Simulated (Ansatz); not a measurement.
Basis-set extrapolation for C$_{8}$H$_{18}$Cl$_{2}$Si, SMILES `CC(C)(C)[Si](Cl)(Cl)C(C)(C)C` (PBE0-D4/def2-TZVP geometry, frozen core, the Gaussian-basis code of Ansatz). Multiplicity 1, RHF reference.

|  | def2-TZVPP | def2-QZVPP |
| --- | --- | --- |
| HF | -1521.632541 | -1521.680758 |
| MP2 correlation | -1.929454 | -2.065225 |
| CCSD(T) correlation | -2.131395 | not run |

Energies in hartree. Use E(X) = E(∞) + A·exp(−7.88·√X) for Hartree–Fock and E(X) = E(∞) + B·X^(−2.97) for correlation, with X = 3 and 4, and add CCSD(T) minus MP2 of the smaller set to the MP2 limit.

What is the CCSD(T) energy at the basis-set limit?

HF limit: -1521.680758 + (-0.048217) × 0.13774 = -1521.68740. MP2 limit: -2.065225 + (-0.135771) × 0.74074 = -2.16580. Higher-order term: -2.131395 − (-1.929454) = -0.20194. Total: -1524.05514 hartree, 182.7 kcal/mol below CCSD(T)/def2-TZVPP.
